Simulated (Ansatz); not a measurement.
Equilibrium of GeH4 + C2HFI2 ⇌ GeH3I + C2H2FI at process temperatures

Gas-phase species: GeH4 (germane) `[GeH4]`, singlet; C2HFI2 `F/C(I)=C\I`, singlet; GeH3I `[GeH3][I]`, singlet; C2H2FI `C=C(F)I`, singlet. The partners trade H for I: Ge–H and C–I bonds give way to Ge–I and C–H.

The electronic reaction energy at CCSD(T)/def2-TZVPP is -126.1 kJ/mol. Shapes: PBE0-D4/def2-TZVP. Programs: Ansatz 0.2.0. Enthalpy and entropy come from rigid-rotor, harmonic-oscillator sums on unscaled PBE0-D4/def2-TZVP wavenumbers, ideal gases at 1 bar. Symmetry numbers: GeH4 12, C2HFI2 1, GeH3I 3, C2H2FI 1. R = 8.3145 J/(mol K).

| T (K) | ΔH (kJ/mol) | ΔS (J/(mol K)) |
| --- | --- | --- |
| 800 | -119.0 | +12.1 |
| 1100 | ? | ? |
| 1400 | -120.7 | +10.5 |

Task: Work out ln K at 800 and 1400 K, and from these estimate it at 1100 K.

Result: 
1. 800 K: ΔG = -119.0 − 800 × (+12.1)/1000 = -128.7 kJ/mol; ln K = −ΔG/RT = +19.35.
2. 1400 K: ΔG = -120.7 − 1400 × (+10.5)/1000 = -135.4 kJ/mol; ln K = −ΔG/RT = +11.63.
3. Slope against 1000/T: (+11.63 − (+19.35))/(0.7143 − 1.2500) = +14.41, that is −ΔH/R with ΔH near -120 kJ/mol.
4. 1100 K: ln K = +19.35 + (+14.41) × (0.9091 − 1.2500) = +14.44.

The full sums give ΔH = -119.9 kJ/mol, ΔS = +11.2 J/(mol K), ΔG = -132.2 kJ/mol and ln K = +14.45 at 1100 K, so the line is off by -0.01 in ln K; without rounding the miss is -0.01, from the change of ΔH with temperature. The products are favoured over this whole range. An error of 10 kJ/mol in the energy moves ln K by 1.1 at 1100 K. Soft modes are treated as harmonic, which can err either way at these temperatures; the lowest are those of C2HFI2 (129 cm⁻¹), GeH3I (253 cm⁻¹). Other reactions of these species are left aside. For atoms past krypton def2 sets carry core potentials with scalar relativity. Relativity is left out for Ge. Outer-core shells of Ge, I are correlated, in sets that cover them unevenly.
